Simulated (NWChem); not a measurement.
A series in which one site is exchanged, each optimised at PBE0/def2-SVP with NWChem, gas phase unless a solvent is named. This build's default masses of Se (78.918 u) and Br (79.917 u) are each other's, which moves their modes by up to 0.6 %. Shieldings are non-relativistic GIAO values without spin-orbit effects.

A: ClB(Br)Br (BBr₂Cl; site = Br)
B: ClB(Cl)Br (BBrCl₂; site = Cl)
C: ClBBr (BHBrCl; site = H)
D: FB(Cl)Br (BBrClF; site = F)

Values for A:

```
Quantity                                                 Value
-------------------------------------------------------  -----
dipole (D), PBE0/def2-SVP                                 0.03
orbital gap (eV), PBE0/def2-SVP                           6.55
highest harmonic frequency (cm⁻¹), PBE0/def2-SVP           948
lowest singlet excitation, PBE/def2-SVPD, TDA (eV)        4.31
11B shift against boron trifluoride, KT2/pcSseg-1 (ppm)   44.9
```

**Question.** How do these values change for the other members?

**Answer.** 
| change from A | B | C | D |
|---|---|---|---|
| dipole (D), PBE0/def2-SVP | +0.01 | +0.31 | +0.22 |
| orbital gap (eV), PBE0/def2-SVP | +0.40 | +0.25 | +1.24 |
| highest harmonic frequency (cm⁻¹), PBE0/def2-SVP | +39 | +1755 | +399 |
| lowest singlet excitation, PBE/def2-SVPD, TDA (eV) | +0.29 | +0.26 | +1.02 |
| 11B shift against boron trifluoride, KT2/pcSseg-1 (ppm) | -5.1 | +7.1 | -19.1 |
